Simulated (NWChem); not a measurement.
## Atomisation of tellurium hexafluoride (F6Te)

```xyz
7

F     -1.8757     0.0000     0.0000
Te     0.0000     0.0000     0.0000
F      0.0000     0.0000     1.8757
F      0.0000     0.0000    -1.8757
F      0.0000    -1.8757     0.0000
F      0.0000     1.8757     0.0000
F      1.8757     0.0000     0.0000
```
Charge 0, spin multiplicity 1.

Everything below was run with NWChem. The geometry was optimised at PBE0/def2-SVP with def2 effective core potentials on Te, a minimum by its harmonic frequencies.

Basis set: def2-SVP. The atomisation energy is electronic alone: no zero-point, thermal, spin-orbit or counterpoise terms. No value is extrapolated to the basis-set limit. Free atoms are single determinants with multiplicities F 2, Te 3.

Effective core potentials replace the inner electrons of Te; spin-orbit coupling is left out. No SCF solution was tested for a lower state. Open-shell Hartree-Fock references start from PBE0 orbitals.

### Question
One of these methods gave an atomisation energy of 387.7 kcal/mol. Which?
A) PBE0
B) HF
C) BHandHLYP
D) PBE

### Answer
C, BHandHLYP. The others give 504.5 (PBE), 447.8 (PBE0), 205.2 (HF).
